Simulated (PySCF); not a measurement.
Isomers of C8H10OSi, mass 150.050 u with the commonest isotopes. Method: PBE0/pcSseg-1 in PySCF (dipole) on a GFN2-xTB geometry, gas phase. One conformer each, none proved a minimum here; rigid rotors.

Question: Order these by rotational constant C, largest first.
A. `[CH3:1][C:2](=[O:3])[C:4]1=[CH:5][C@@:6]2([SiH3:7])[CH:8]=[CH:9][C@@H:10]12` with C1–C2–C4–C5 -174°
B. `[CH3:1][C:2]#[C:3][C:4]1=[CH:5][C:6](=[O:7])[Si@H:8]1[CH2:9][CH3:10]` with C6–Si8–C9–C10 155°
C. `[CH3:1][CH2:2][CH2:3][SiH2:4][C:5]#[C:6][C:7]#[C:8][CH:9]=[O:10]` with C1–C2–C3–Si4 179°, C2–C3–Si4–C5 -58°
D. `[CH2:1]=[C:2]1[C:3](=[CH2:4])[C:5]([CH2:6][SiH3:7])=[C:8]1[CH:9]=[O:10]` with C3–C5–C6–Si7 91°, C5–C8–C9–O10 4°
E. `[CH2:1]=[CH:2][c:3]1[cH:4][cH:5][cH:6][cH:7][c:8]1[O:9][SiH3:10]` with C1–C2–C3–C4 14°, C7–C8–O9–Si10 -5°

Answer: A (645.0 MHz), D (629.3 MHz), E (587.4 MHz), B (497.6 MHz), C (289.2 MHz).

Question: Order these by out-of-plane moment Σ m c² = (Ia + Ib − Ic)/2, largest first.
A. `[CH3:1][C:2](=[O:3])[C:4]1=[CH:5][C@@:6]2([SiH3:7])[CH:8]=[CH:9][C@@H:10]12` with C1–C2–C4–C5 -174°
B. `[CH3:1][CH2:2][CH2:3][SiH2:4][C:5]#[C:6][C:7]#[C:8][CH:9]=[O:10]` with C1–C2–C3–Si4 179°, C2–C3–Si4–C5 -58°
C. `[CH2:1]=[CH:2][c:3]1[cH:4][cH:5][cH:6][cH:7][c:8]1[O:9][SiH3:10]` with C1–C2–C3–C4 14°, C7–C8–O9–Si10 -5°
D. `[CH3:1][C:2]#[C:3][C:4]1=[CH:5][C:6](=[O:7])[Si@H:8]1[CH2:9][CH3:10]` with C6–Si8–C9–C10 155°
E. `[CH2:1]=[C:2]1[C:3](=[CH2:4])[C:5]([CH2:6][SiH3:7])=[C:8]1[CH:9]=[O:10]` with C3–C5–C6–Si7 91°, C5–C8–C9–O10 4°

Answer: A (65.86 u·Å²), E (42.98 u·Å²), D (24.54 u·Å²), B (15.68 u·Å²), C (3.68 u·Å²).

Question: Order these by radius of gyration √(Σ m r²/M), largest first.
A. `[CH3:1][C:2]#[C:3][C:4]1=[CH:5][C:6](=[O:7])[Si@H:8]1[CH2:9][CH3:10]` with C6–Si8–C9–C10 155°
B. `[CH3:1][CH2:2][CH2:3][SiH2:4][C:5]#[C:6][C:7]#[C:8][CH:9]=[O:10]` with C1–C2–C3–Si4 179°, C2–C3–Si4–C5 -58°
C. `[CH2:1]=[CH:2][c:3]1[cH:4][cH:5][cH:6][cH:7][c:8]1[O:9][SiH3:10]` with C1–C2–C3–C4 14°, C7–C8–O9–Si10 -5°
D. `[CH2:1]=[C:2]1[C:3](=[CH2:4])[C:5]([CH2:6][SiH3:7])=[C:8]1[CH:9]=[O:10]` with C3–C5–C6–Si7 91°, C5–C8–C9–O10 4°

Answer: B (3.428 Å), A (2.633 Å), C (2.400 Å), D (2.375 Å).

| SMILES | point group | Ia (u·Å²) | Ib (u·Å²) | Ic (u·Å²) | κ | μa (D) | μb (D) | μc (D) |
| --- | --- | --- | --- | --- | --- | --- | --- | --- |
| C=C1C(=C)C(C[SiH3])=C1C=O | C1 | 370.27 | 518.81 | 803.12 | -0.06 | 0.64 | 2.63 | 0.01 |
| CC#CC1=CC(=O)[Si@H]1CC | C1 | 365.88 | 698.74 | 1015.55 | -0.49 | 4.27 | 2.39 | 0.00 |
| CC(=O)C1=C[C@@]2([SiH3])C=C[C@@H]12 | C1 | 220.50 | 694.76 | 783.55 | -0.90 | 2.13 | 2.09 | 1.00 |
| C=Cc1ccccc1O[SiH3] | C1 | 325.53 | 542.18 | 860.35 | -0.29 | 0.66 | 0.72 | 0.08 |
| CCC[SiH2]C#CC#CC=O | C1 | 260.47 | 1518.20 | 1747.31 | -0.95 | 3.30 | 1.72 | 0.78 |
